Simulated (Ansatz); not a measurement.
`C=C[SiH2][S][AlH2]` + `F[SiH2][GeH3]` → `C=C[SiH](F)[GeH3]` + `[AlH2][S][SiH3]`  (formal exchange of groups at a C–Si bond)

Isolated molecules relaxed with PBE0-D4/def2-TZVP in Ansatz; ΔE leaves out vibrations. CCSD(T)/CBS is the MP2 limit (def2-TZVPP, def2-QZVPP) plus CCSD(T) − MP2 in def2-TZVPP, frozen cores. For Ge outer-core shells are correlated without core-valence functions, which leaves a few kJ/mol of doubt a bond. Scalar relativity is left out up to krypton. One conformer a species, not always the lowest.

```csv
level,ΔE (kJ/mol)
CCSD(T)/def2-TZVPP,-3.1
MP2/CBS(def2),-0.7
```

(1) What does CCSD(T)/CBS give? (Best estimate.)

Largest T1 diagnostic among the species: 0.012.

## Answers

(1) The calculation gave: -2.0 kJ/mol. The listed levels differ from it by -1.1, 1.3 kJ/mol.

The D4 term adds +4.2 kJ/mol with B3LYP and +2.3 kJ/mol with PBE0; it sums over pairs of atoms, weighted by their polarisabilities, and B3LYP, whose exchange is more repulsive, gets the larger term. In def2-TZVPP, CCSD(T) changes the Hartree–Fock value by +4.3 kJ/mol (the triples alone add +0.9 kJ/mol) and MP2 by +5.6 kJ/mol.

B3LYP here is the variant with VWN-RPA as its local correlation; programs differ in this.
